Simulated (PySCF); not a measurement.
PySCF input for C2H3F3Si2, SMILES F[Si](F)(F)C#C[SiH3], PBE0-D3(BJ)/def2-SVP. Geometry: PBE0-D3(BJ)/def2-SVP. The structure was generated by enumeration, and PubChem lists no compound with its InChIKey, so it may never have been made.

```python
import numpy as np
from pyscf import gto, scf, dft, df
from pyscf.hessian import thermo

mol = gto.M(
    atom='''
    Si   -0.00000000    0.00000000    3.47293878
    C     0.00000000   -0.00000000    1.62705196
    C     0.00000000   -0.00000000    0.40463251
    Si    0.00000000    0.00000000   -1.39398846
    F    -0.96264843    1.13710437   -1.96781295
    F    -0.50343705   -1.40223018   -1.96781294
    F     1.46608548    0.26512581   -1.96781295
    H     0.95992494   -1.03597767    3.94517939
    H     0.41722051    1.34930823    3.94517939
    H    -1.37714546   -0.31333055    3.94517939
    ''',
    basis='def2-SVP',
    charge=0,
    spin=0,
    max_memory=1600,
    verbose=3,
)
mf = dft.RKS(mol, xc='pbe0').density_fit(auxbasis='def2-universal-jkfit')
mf.disp = 'd3bj'
mf.grids.level = 3
mf.conv_tol = 1e-11
mf.max_cycle = 100
mf.kernel()

# [left out here: the lines that compute and print the analytic Hessian (its translational invariance restored by hand, since the grid's response is missing), thermochemistry and intensities]
```

It prints:

```
converged SCF energy = -955.573421981156

WARN: DFTD3 does not support analytical Hessian, using finite difference


WARN: Mole.unit (angstrom) is changed to Bohr

Mode                                 0                   1                   2
Irrep
Freq [cm^-1]                      -13.9710             69.8535             69.8635
Reduced mass [au]                   1.0534              8.1481              8.1482
Force const [Dyne/A]               -0.0001              0.0234              0.0234
Char temp [K]                     -20.1012            100.5036            100.5180
Normal mode                   x     y     z       x     y     z       x     y     z
       0  Si                 0.00  0.00  0.00    0.01 -0.07  0.00   -0.07 -0.01 -0.00
       1   C                -0.00 -0.00  0.00   -0.02  0.09  0.00    0.09  0.02  0.00
       2   C                -0.00 -0.00  0.00   -0.03  0.13  0.00    0.13  0.03  0.00
       3  Si                -0.00 -0.00  0.00   -0.01  0.03 -0.00    0.03  0.01  0.00
       4   F                 0.02  0.02 -0.00    0.01 -0.02 -0.11   -0.02 -0.00  0.06
       5   F                -0.03  0.01 -0.00    0.00 -0.02  0.11   -0.02 -0.00  0.06
       6   F                 0.01 -0.03  0.00    0.00 -0.02  0.00   -0.02 -0.00 -0.12
       7   H                 0.41  0.38 -0.00    0.02 -0.11 -0.11   -0.11 -0.02  0.07
       8   H                -0.54  0.17 -0.00    0.02 -0.11  0.12   -0.11 -0.02  0.06
       9   H                 0.12 -0.55  0.00    0.02 -0.11 -0.00   -0.11 -0.02 -0.13
Mode                                 3                   4                   5
Irrep
Freq [cm^-1]                      210.8099            210.8119            281.5133
Reduced mass [au]                   6.7341              6.7337             12.0662
Force const [Dyne/A]                0.1763              0.1763              0.5634
Char temp [K]                     303.3085            303.3114            405.0349
Normal mode                   x     y     z       x     y     z       x     y     z
       0  Si                -0.01  0.01 -0.00   -0.01 -0.01 -0.00   -0.00  0.00  0.11
       1   C                 0.07 -0.17 -0.00    0.17  0.07 -0.00    0.00 -0.00  0.06
       2   C                 0.02 -0.05 -0.00    0.05  0.02 -0.00   -0.00  0.00  0.05
       3  Si                -0.01  0.03 -0.00   -0.03 -0.01 -0.00   -0.00  0.00  0.01
       4   F                 0.02  0.00 -0.10   -0.04 -0.04 -0.03    0.02 -0.03 -0.09
       5   F                -0.04  0.00  0.08   -0.04  0.02 -0.07    0.01  0.03 -0.09
       6   F                -0.01  0.06  0.02    0.01 -0.01  0.11   -0.03 -0.01 -0.09
       7   H                -0.03  0.08  0.20   -0.08 -0.03  0.07    0.00 -0.00  0.11
       8   H                -0.03  0.08 -0.16   -0.08 -0.03  0.13    0.00  0.00  0.11
       9   H                -0.03  0.08 -0.03   -0.08 -0.03 -0.21   -0.00 -0.00  0.11
Mode                                 6                   7                   8
Irrep
Freq [cm^-1]                      299.8359            299.8492            417.3876
Reduced mass [au]                  10.0713             10.0720              8.9851
Force const [Dyne/A]                0.5335              0.5335              0.9223
Char temp [K]                     431.3971            431.4163            600.5279
Normal mode                   x     y     z       x     y     z       x     y     z
       0  Si                 0.00 -0.00  0.00   -0.00 -0.00 -0.00    0.00 -0.00  0.00
       1   C                -0.04  0.10  0.00    0.10  0.04 -0.00    0.08 -0.01  0.00
       2   C                 0.03 -0.08  0.00   -0.08 -0.03 -0.00   -0.21  0.01 -0.00
       3  Si                 0.02 -0.06 -0.00   -0.06 -0.02  0.00    0.06 -0.00 -0.00
       4   F                 0.08 -0.02 -0.01    0.08  0.10  0.00   -0.01 -0.05  0.04
       5   F                -0.09 -0.02  0.01    0.08 -0.08  0.01   -0.04  0.03  0.01
       6   F                -0.01  0.13  0.00   -0.07  0.01 -0.01    0.05  0.02 -0.05
       7   H                 0.02 -0.05 -0.14   -0.05 -0.02  0.06   -0.05  0.00  0.11
       8   H                 0.02 -0.05  0.12   -0.05 -0.02  0.09   -0.05  0.00  0.04
       9   H                 0.02 -0.05  0.02   -0.05 -0.02 -0.15   -0.05  0.00 -0.15
Mode                                 9                  10                  11
Irrep
Freq [cm^-1]                      417.3894            480.5683            675.8982
Reduced mass [au]                   8.9853             13.6600              1.3370
Force const [Dyne/A]                0.9223              1.8587              0.3599
Char temp [K]                     600.5304            691.4308            972.4670
Normal mode                   x     y     z       x     y     z       x     y     z
       0  Si                 0.00  0.00  0.00   -0.00  0.00  0.09   -0.06 -0.02  0.00
       1   C                 0.01  0.08  0.00   -0.00 -0.00 -0.02    0.11  0.04 -0.00
       2   C                -0.01 -0.21 -0.00    0.00  0.00 -0.04   -0.03 -0.01 -0.00
       3  Si                 0.00  0.06 -0.00   -0.00 -0.00 -0.12    0.00  0.00  0.00
       4   F                -0.05  0.01 -0.04   -0.05  0.06  0.02    0.00 -0.00  0.00
       5   F                 0.03  0.04  0.05   -0.02 -0.07  0.02    0.00  0.00  0.00
       6   F                 0.02 -0.05 -0.01    0.07  0.01  0.02    0.00  0.00 -0.00
       7   H                -0.00 -0.05 -0.11   -0.00  0.00  0.10    0.20  0.10 -0.26
       8   H                -0.00 -0.05  0.15   -0.00 -0.00  0.10    0.21  0.04 -0.38
       9   H                -0.00 -0.05 -0.04    0.00  0.00  0.10    0.15  0.06  0.63
Mode                                12                  13                  14
Irrep
Freq [cm^-1]                      675.9004            789.4943            896.3028
Reduced mass [au]                   1.3370             13.0594              2.3744
Force const [Dyne/A]                0.3599              4.7959              1.1239
Char temp [K]                     972.4701           1135.9065           1289.5802
Normal mode                   x     y     z       x     y     z       x     y     z
       0  Si                -0.02  0.06 -0.00   -0.00  0.00 -0.06    0.00 -0.00 -0.06
       1   C                 0.04 -0.11 -0.00    0.00 -0.00  0.14    0.00 -0.00  0.08
       2   C                -0.01  0.03 -0.00    0.00 -0.00  0.14    0.00 -0.00  0.07
       3  Si                 0.00 -0.00  0.00   -0.00 -0.00  0.01    0.00  0.00 -0.08
       4   F                 0.00 -0.00  0.00   -0.05  0.06 -0.03    0.03 -0.04  0.02
       5   F                -0.00 -0.00 -0.00   -0.03 -0.08 -0.03    0.02  0.05  0.02
       6   F                 0.00 -0.00 -0.00    0.08  0.01 -0.03   -0.05 -0.01  0.02
       7   H                 0.03 -0.17 -0.58    0.00 -0.00 -0.06   -0.09  0.09  0.34
       8   H                 0.09 -0.17  0.51    0.00  0.00 -0.06   -0.04 -0.12  0.34
       9   H                 0.07 -0.22  0.07   -0.00 -0.00 -0.06    0.12  0.03  0.34
Mode                                15                  16                  17
Irrep
Freq [cm^-1]                      933.0092            934.6879            934.6893
Reduced mass [au]                   1.8657              1.0361              1.0361
Force const [Dyne/A]                0.9569              0.5333              0.5333
Char temp [K]                    1342.3926           1344.8078           1344.8099
Normal mode                   x     y     z       x     y     z       x     y     z
       0  Si                -0.00  0.00  0.02    0.01 -0.03  0.00   -0.03 -0.01 -0.00
       1   C                -0.00  0.00  0.08    0.00 -0.01  0.00   -0.01 -0.00 -0.00
       2   C                 0.00 -0.00  0.06   -0.00  0.00  0.00    0.00  0.00 -0.00
       3  Si                 0.00 -0.00 -0.08   -0.00  0.00 -0.00    0.00  0.00  0.00
       4   F                 0.03 -0.04  0.02    0.00 -0.00  0.00   -0.00  0.00 -0.00
       5   F                 0.02  0.04  0.02   -0.00 -0.00 -0.00   -0.00 -0.00 -0.00
       6   F                -0.05 -0.01  0.02    0.00  0.00 -0.00   -0.00 -0.00  0.00
       7   H                 0.09 -0.10 -0.39    0.22  0.06 -0.27    0.51  0.51  0.07
       8   H                 0.04  0.13 -0.39   -0.52  0.08  0.20    0.48 -0.23  0.20
       9   H                -0.13 -0.03 -0.39   -0.13  0.71  0.07   -0.14  0.16 -0.27
Mode                                18                  19                  20
Irrep
Freq [cm^-1]                     1006.6555           1006.6626           2256.5019
Reduced mass [au]                  22.5458             22.5458              1.0514
Force const [Dyne/A]               13.4610             13.4612              3.1543
Char temp [K]                    1448.3531           1448.3633           3246.6038
Normal mode                   x     y     z       x     y     z       x     y     z
       0  Si                -0.00  0.00  0.00   -0.00 -0.00  0.00   -0.00  0.00  0.02
       1   C                -0.00  0.00  0.00   -0.00 -0.00 -0.00   -0.00  0.00 -0.04
       2   C                 0.01 -0.01  0.00    0.01  0.01 -0.00   -0.00 -0.00  0.04
       3  Si                -0.10  0.09 -0.00   -0.09 -0.10 -0.00    0.00  0.00 -0.00
       4   F                 0.08 -0.09  0.05   -0.01  0.01 -0.01    0.00 -0.00  0.00
       5   F                -0.01 -0.05 -0.02    0.04  0.11  0.04    0.00  0.00  0.00
       6   F                 0.07  0.01 -0.03    0.10  0.02 -0.04   -0.00 -0.00  0.00
       7   H                -0.00  0.00  0.00    0.01  0.01  0.00   -0.36  0.39 -0.17
       8   H                 0.01 -0.00 -0.00    0.00 -0.00  0.00   -0.16 -0.51 -0.17
       9   H                 0.00 -0.01 -0.00   -0.00  0.01 -0.00    0.52  0.12 -0.17
Mode                                21                  22                  23
Irrep
Freq [cm^-1]                     2265.2510           2265.2530           2269.2645
Reduced mass [au]                   1.0521              1.0521              8.7005
Force const [Dyne/A]                3.1809              3.1809             26.3976
Char temp [K]                    3259.1918           3259.1947           3264.9663
Normal mode                   x     y     z       x     y     z       x     y     z
       0  Si                 0.04  0.01  0.00   -0.01  0.04 -0.00   -0.00  0.00  0.00
       1   C                 0.00  0.00 -0.00   -0.00  0.00  0.00   -0.00  0.00 -0.20
       2   C                 0.00  0.00  0.00   -0.00  0.00 -0.00    0.00 -0.00  0.20
       3  Si                 0.00  0.00 -0.00   -0.00  0.00  0.00    0.00  0.00 -0.01
       4   F                -0.00 -0.00 -0.00    0.00 -0.00  0.00    0.00 -0.00 -0.00
       5   F                -0.00 -0.00 -0.00    0.00 -0.00 -0.00    0.00  0.00 -0.00
       6   F                -0.00 -0.00  0.00    0.00 -0.00 -0.00   -0.00 -0.00 -0.00
       7   H                -0.18  0.22 -0.09    0.48 -0.51  0.24    0.07 -0.07  0.04
       8   H                -0.12 -0.45 -0.16   -0.19 -0.56 -0.20    0.03  0.10  0.04
       9   H                -0.73 -0.16  0.25    0.10  0.04 -0.04   -0.10 -0.02  0.04
temperature 298.1500 [K]
pressure 101325.00 [Pa]
Rotational constants [GHz] 3.81291 0.66589 0.66589
Symmetry number 3
Zero-point energy (ZPE) 0.04481 [Eh]   117637.492 [J/mol]
                           tot       elec      trans        rot        vib
Entropy [J/mol/K]       372.423      0.000    170.395    114.845     87.183
Cv [J/mol/K]            116.352      0.000     12.472     12.472     91.409
Cp [J/mol/K]            124.667      0.000     20.786     12.472     91.409
Internal energy [J/mol]                      3718.434   3718.434 131766.477
Internal energy [Eh]   -955.52040  -955.57342
Enthalpy [J/mol]                             6197.391   3718.434 131766.477
Enthalpy [Eh]          -955.51946
Gibbs free energy [J/mol]                  -44605.955 -30522.518 105772.732
Gibbs free energy [Eh] -955.56175
static polarisability / bohr^3: [[ 4.6185e+01  0.0000e+00 -1.0000e-03]
 [ 0.0000e+00  4.6185e+01  1.0000e-03]
 [ 0.0000e+00  0.0000e+00  9.0653e+01]]
largest difference of analytic and finite-field dipole derivatives / e: 0.00225493274196098
mode   freq/cm-1   IR/(km/mol)   Raman/(A^4/amu)   depolarisation
   1      -13.97         0.000             0.000            0.649
   2       69.85         0.014             0.751            0.750
   3       69.86         0.014             0.751            0.750
   4      210.81         1.213             2.627            0.750
   5      210.81         1.214             2.628            0.750
   6      281.51        42.832             3.378            0.398
   7      299.84        11.090             3.657            0.750
   8      299.85        11.088             3.657            0.750
   9      417.39        30.022             5.883            0.750
  10      417.39        30.023             5.884            0.750
  11      480.57        73.178             1.243            0.023
  12      675.90        41.378             1.538            0.750
  13      675.90        41.379             1.539            0.750
  14      789.49        12.888             6.151            0.057
  15      896.30       842.630            12.095            0.733
  16      933.01        11.176            22.218            0.531
  17      934.69        40.784            27.750            0.750
  18      934.69        40.784            27.749            0.750
  19     1006.66       189.255             0.987            0.750
  20     1006.66       189.246             0.988            0.750
  21     2256.50        34.914           379.922            0.006
  22     2265.25        72.912           111.195            0.750
  23     2265.25        72.914           111.224            0.750
  24     2269.26        52.841           162.599            0.445
max |gradient| / (hartree/bohr): 9.247730320066544e-05
APT charges: [ 1.2394 -0.3527 -0.6706  2.5312 -0.6738 -0.6738 -0.6738 -0.2419 -0.2419
 -0.2419]
```

The run converged. The end point has an imaginary mode, so it is no minimum.

Cost: about 8 core-minutes (a rough figure).
